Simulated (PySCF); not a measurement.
C₂H₅BSi, SMILES C#C[SiH2]B, singlet (PBE0/def2-SVP optimised geometry):

```
9

B      1.879     0.892     0.386
Si     1.046    -0.901     0.000
C     -0.793    -0.901     0.000
C     -2.010    -0.874     0.005
H      3.086     0.975     0.405
H      1.237     1.891     0.601
H      1.520    -1.381    -1.338
H      1.521    -1.891     1.021
H     -3.086    -0.854     0.009
```

Method: PySCF with PBE0/def2-TZVP.

### Question
What are the frontier orbital energies and the dipole moment?

### Answer
HOMO-2 -9.08 eV, HOMO-1 -8.16 eV, HOMO -7.89 eV, LUMO -2.56 eV, LUMO+1 0.02 eV; dipole moment 0.44 D.

Meta-Löwdin charges at PBE0/def2-TZVP: B1 -0.16, Si2 0.49, C3 -0.28, C4 -0.16, H5 0.04, H6 0.04, H7 -0.07, H8 -0.07, H9 0.18.
